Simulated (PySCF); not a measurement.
C2H10GeSi, SMILES [SiH3]C[CH2][GeH3] (PBE0/def2-SVP optimised geometry):

```
14

Si     2.250     0.362    -1.212
C      0.359     0.356    -1.209
C     -0.255    -0.355     0.000
Ge    -2.220    -0.355     0.000
H      2.780     1.071    -2.419
H      2.772    -1.041    -1.216
H      2.768     1.049     0.012
H      0.019     1.406    -1.260
H      0.022    -0.111    -2.152
H      0.076    -1.406     0.049
H      0.076     0.113     0.943
H     -2.742     1.097     0.000
H     -2.772    -1.085     1.241
H     -2.742    -1.061    -1.269
```

Level of theory: PBE0/def2-TZVP in PySCF.

### Question
What are the frontier orbital energies and the dipole moment?

### Answer
HOMO-2 -9.29 eV, HOMO-1 -9.25 eV, HOMO -7.84 eV, LUMO 0.42 eV, LUMO+1 0.96 eV; dipole moment 0.07 D.

Meta-Löwdin charges at PBE0/def2-TZVP: Si1 0.47, C2 -0.43, C3 -0.39, Ge4 0.35, H5 -0.09, H6 -0.09, H7 -0.09, H8 0.12, H9 0.12, H10 0.12, H11 0.12, H12 -0.07, H13 -0.06, H14 -0.07.
